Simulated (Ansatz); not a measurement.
Start from `N=C(N)N` and change one atom or group to get `N=C(N)O[SiH3]`.

Ansatz, PBE0-D4/def2-TZVP geometries, multiplicity 1. Each molecule was computed in one conformer, which needn't be the lowest.

```csv
property,`N=C(N)N`
LUMO energy (ωB97M-V/def2-TZVPP) / eV,2.11
HOMO–LUMO gap (B3LYP/def2-TZVPP) / eV,6.91
size of the dipole moment (B3LYP/def2-TZVPP) / D,2.87
HOMO–LUMO gap (PBE/def2-TZVPP) / eV,5.36
LUMO energy (B3LYP/def2-TZVPP) / eV,0.35
HOMO energy (ωB97M-V/def2-TZVPP) / eV,-9.09
```

**Question.** What does the change do to each property? (An estimate is asked.)

**Answer.** The calculation gave: 
| property | `N=C(N)O[SiH3]` | shift |
| --- | --- | --- |
| LUMO energy (ωB97M-V/def2-TZVPP) / eV | 1.65 | -0.46 |
| HOMO–LUMO gap (B3LYP/def2-TZVPP) / eV | 6.67 | -0.24 |
| size of the dipole moment (B3LYP/def2-TZVPP) / D | 2.03 | -0.84 |
| HOMO–LUMO gap (PBE/def2-TZVPP) / eV | 4.96 | -0.40 |
| LUMO energy (B3LYP/def2-TZVPP) / eV | -0.21 | -0.56 |
| HOMO energy (ωB97M-V/def2-TZVPP) / eV | -9.43 | -0.34 |

With PBE0 the HOMO falls by 0.33 eV and the LUMO falls by 0.72 eV, so the gap narrows by about 0.39 eV. PBE moves the HOMO by -0.35 eV and ωB97M-V by -0.34 eV. The zero-point energy changes by 5.9 kJ/mol with +6 modes. Dipoles are sizes alone; their direction can turn.

B3LYP here is the variant with VWN-RPA as its local correlation; programs differ in this.
